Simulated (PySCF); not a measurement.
Dipole response of Fe⁺ (iron, charge +1)

[Ar] 3d7, high-spin 4F determinant (an excited configuration). All numbers are calculated (PySCF 2.14, the spin-free X2C one-electron Hamiltonian (Gaussian nucleus), in aug-cc-pwCVTZ-DK). Coupled (time-dependent) response in atomic units; α is the mean over directions.

| method | mean α (bohr³) | α xx, yy, zz | C₆ (like pair) | S(−4) |
| --- | --- | --- | --- | --- |
| B97-3 | 9.791 | 9.810, 9.810, 9.753 | 34.18 | 118.5 |

S(−4) is the Cauchy moment in α(ω) = α(0) + S(−4) ω² + …

α(iu) at B97-3:

```json
{"u (hartree)": "0", "α(iu) (bohr³)": "9.791"}
{"u (hartree)": "0.0500", "α(iu) (bohr³)": "9.510"}
{"u (hartree)": "0.100", "α(iu) (bohr³)": "8.813"}
{"u (hartree)": "0.200", "α(iu) (bohr³)": "7.166"}
{"u (hartree)": "0.300", "α(iu) (bohr³)": "5.881"}
{"u (hartree)": "0.500", "α(iu) (bohr³)": "4.346"}
{"u (hartree)": "0.750", "α(iu) (bohr³)": "3.291"}
{"u (hartree)": "1.00", "α(iu) (bohr³)": "2.611"}
{"u (hartree)": "1.50", "α(iu) (bohr³)": "1.770"}
{"u (hartree)": "2.00", "α(iu) (bohr³)": "1.286"}
{"u (hartree)": "3.00", "α(iu) (bohr³)": "0.7762"}
{"u (hartree)": "5.00", "α(iu) (bohr³)": "0.3771"}
```

For an ion, C₆ is the dispersion term alone; charge-induced terms of lower order in 1/R come first.

The components differ because the open shell of this determinant is not spherical; for a pure term their mean is the scalar polarisability.
